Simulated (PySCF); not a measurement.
SMILES C=C(C)/C(C)=C/C#N, C7H9N

Geometry:
```tsv
atom	x (Å)	y (Å)	z (Å)
C1	-1.773	-1.258	0.467
C2	-1.057	-0.300	-0.150
C3	-1.703	0.601	-1.163
C4	0.374	-0.116	0.156
C5	1.028	-1.008	1.164
C6	1.080	0.856	-0.477
C7	2.461	1.102	-0.242
N8	3.588	1.320	-0.064
H9	-2.833	-1.393	0.240
H10	-1.340	-1.931	1.208
H11	-1.216	0.514	-2.148
H12	-2.764	0.350	-1.288
H13	-1.639	1.658	-0.861
H14	0.534	-0.918	2.144
H15	2.089	-0.760	1.291
H16	0.955	-2.063	0.858
H17	0.609	1.510	-1.213
```

Method: quadratic response CAM-B3LYP/aug-cc-pVDZ first hyperpolarisability, Taylor convention, gas phase in PySCF. Geometry: PBE0-D3(BJ)/def2-SVP.

(1) Give the tensor of the second harmonic β(−2ω;ω,ω) at 1907 nm in the axes of these coordinates.

Results:

(1) In au, Taylor convention; rows are the first index (the induced dipole):
```tsv
	xx	yy	zz	xy	xz	yz
x	-96.2	+37.0	+49.2	-32.7	-30.6	-14.0
y	-34.6	+72.6	+17.4	+35.0	-14.3	-3.5
z	-28.5	-3.7	-20.3	-13.4	+48.3	+16.6
```
Norm of βᵢ = ⅓ Σⱼ (βᵢⱼⱼ + βⱼᵢⱼ + βⱼⱼᵢ): 78.6 au, hyper-Rayleigh value 60.8 au.
